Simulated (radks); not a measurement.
Results of a calculation; reference values are marked as such.
The magnesium ion Mg10+, 2 electrons, occupied as 1s1 5d1 (not the ground configuration).

Level of theory: scalar-relativistic Kohn-Sham, LDA (Slater exchange, Perdew-Wang correlation), spin-unpolarised, spherical densities, finite nucleus; Fermi nuclear charge, rms radius 3.057 fm (a radial shooting solver on a logarithmic mesh with Libxc functionals).

Energy parts (eV):
total: -1999.146
kinetic: 2004.164
electron-nucleus: -4044.837
Hartree: 117.192
exchange-correlation: -75.665

Orbitals (lengths in bohr, moments of r in powers of bohr):
orbital,occ.,eigenvalue (eV),<1/r>
1s,1,-1843.253,11.95
5d,1,-63.1324,0.4404

The highest occupied level is 5d at -63.132 eV. Summed over all electrons, <r^2> = 11.15 bohr^2, which gives a Langevin (diamagnetic) susceptibility term of -8.83 x 10^-6 cm^3/mol.
